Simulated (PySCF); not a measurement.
Spinor energies of Ru (ruthenium, neutral)

Start: [Kr] 4d7 5s1; 4d3/2 filled at m_j = -3/2, -1/2, +1/2, +3/2; 4d5/2 filled at m_j = +1/2, +3/2, +5/2; 5s1/2 filled at m_j = +1/2. Calculated with PySCF 2.14 in x2c-TZVPPall-2c: generalised Hartree-Fock with the X2C-1e Hamiltonian and a Gaussian nucleus; one run each with spin-orbit coupling (SO) switched off, then screened by Boettger's factors.

```csv
spinor shell,electrons,"ε, spin-free (eV)","ε, screened SO (eV)",weight of nominal j (screened SO),"rms radius, screened SO (bohr)"
1s1/2,2,-22234.8,-22233.3,1.000,0.0384
2s1/2,2,-3276.5,-3276.0,1.000,0.158
2p1/2,2,-2927.7,-3018.2,1.000,0.137
2p3/2,4,-2927.7,-2885.4,1.000,0.142
3s1/2,2,-611.09,-610.94,1.000,0.428
3p1/2,2,-493.43,-509.36,1.000,0.425
3d3/2,4,-304.34,-307.16,0.993,0.416
3d5/2,6,-304.34,-302.29,0.995,0.420
4s1/2,2,-93.576,-93.519,1.000,1.09
4p1/2,2,-58.270,-62.595,0.824,1.21
4p3/2,4,-58.270,-56.129,0.912,1.22
4d5/2,3,-10.748,-11.475,0.760,1.82
4d3/2,4,-10.748,-10.205,0.700,1.84
5s1/2,1,-6.482,-6.478,0.999,3.81
```

(1) Where does 3p3/2 lie, and what is the 3p spin-orbit splitting (screened SO)?

| quantity | spin-free | screened SO |
| --- | --- | --- |
| E (hartree) | -4527.66559 | -4528.31459 |
| M_J | 5 | 5 |
| ⟨J²⟩ | 30.011 | 30.012 |
| ⟨L²⟩ | 12.008 | 12.094 |
| ⟨S²⟩ | 6.003 | 5.975 |

Each row is a mean over spinors that exchange with the open shell spreads, by up to 7.650 eV (4p3/2).

Rows whose weight is well below 1 are mixtures of j = l ± 1/2: exchange outweighs spin-orbit coupling there, and the label is only the starting occupation.

Breit and QED terms are absent; they matter most for the inner s and p1/2 levels.

Densities and radii are taken from the X2C orbitals without a picture-change correction, which distorts them close to the nucleus.

Without spin-orbit coupling the j labels of p, d and f shells carry no meaning; the spin-free column gives the mean over the occupied spinors of each nl shell.

Results:

(1) At -485.89 eV, 23.476 eV above 3p1/2.
